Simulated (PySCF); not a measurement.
C6H4F2.
Geometry (PBE0-D3(BJ)/def2-SVP, Å), atoms numbered from 1 in this order:
```xyz
12
C6H4F2 angstrom
C      3.4232   -0.2443    0.3625
C      2.2901    0.0826    0.0735
C      0.9899    0.5012   -0.2882
C     -0.1400   -0.1324    0.0807
F     -0.1039   -1.2244    0.8306
C     -1.4861    0.2880   -0.2852
C     -2.6121   -0.3298    0.0757
F     -1.5070    1.3859   -1.0410
H      4.4200   -0.5460    0.6260
H      0.8747    1.3940   -0.9075
H     -2.5587   -1.2241    0.6943
H     -3.5808    0.0547   -0.2447
```

The calculation used PBE0-D3(BJ)/def2-SVP geometry optimisation, gas phase in PySCF 2.14.0.

Masses are those of the commonest isotopes; rigid-rotor values at the optimised geometry. The values belong to one conformer with, in the numbering `[CH:1]#[C:2]/[CH:3]=[C:4](\[F:5])[C:6](=[CH2:7])[F:8]`, C3–C4–C6–C7 180°.

**Question.** Give the principal moments of inertia and the rotational constants in GHz.

**Answer.** Ia = 104.21, Ib = 417.00, Ic = 521.21 u·Å²; 505379 MHz·u·Å²/I gives 4850, 1212 and 969.6 MHz, that is A = 4.8498, B = 1.2119, C = 0.9696 GHz.

**Question.** Classify the top.

**Answer.** An asymmetric top: κ = (2 × 1212 − 4850 − 969.6)/(4850 − 969.6) = -0.88.

**Question.** What does the inertial defect say?

**Answer.** Planar: Δ = Ic − Ia − Ib = 0.00 u·Å². For a rigid frame Δ = −2 Σ m c², so it vanishes when all atoms lie in the ab plane; here none is more than 0.01 Å from it.

**Question.** Which lines would a microwave search look for?

**Answer.** The dipole components are |μa| = 0.40 D, |μb| = 0.20 D, |μc| = 0.00 D; the mirror of this Cs structure is the ab plane, so μc vanishes by symmetry and there are no c-type lines. The squared components, which scale the intensities, stand as 1.00 : 0.26 (a : b). Some lines, for components of 0.1 D or more:

```
type  branch         J(Ka,Kc)    MHz  lower level (cm⁻¹)
   b       R  3(0,3) ← 2(1,2)   3091               0.332
   b       Q  1(1,0) ← 1(0,1)   3880               0.073
   a       R  3(0,3) ← 2(0,2)   6498               0.218
   a       R  3(2,1) ← 2(2,0)   6591               0.720
   a       R  3(1,2) ← 2(1,1)   6901               0.356
   a       R  4(1,4) ← 3(1,3)   8219               0.538
   a       R  4(2,3) ← 3(2,2)   8717               0.938
   a       R  4(2,2) ← 3(2,1)   8833               0.940
   a       R  4(1,3) ← 3(1,2)   9186               0.586
   b       Q  3(2,1) ← 3(1,2)  10616               0.586
   b       R  2(2,1) ← 1(1,0)  15519               0.202
   b       Q  3(3,0) ← 3(2,1)  18744               0.940
   b       Q  3(3,1) ← 3(2,2)  18802               0.938
   b       R  3(3,0) ← 2(2,1)  25347               0.720
   b       R  4(4,0) ← 3(3,1)  35041               1.565
```

**Question.** Estimate the classical rotational partition function at 25 K, 200 K and 500 K.

**Answer.** Point group Cs, symmetry number σ = 1; q = (√π/σ)·√((kT/h)³/(ABC)), k/h = 20836.6 MHz/K: 8830 at 25 K, 200000 at 200 K, 790000 at 500 K.

Stationary, but not proved a minimum. These are rigid-rotor constants of the computed structure; measured ground-state constants (B0) also hold zero-point vibration.
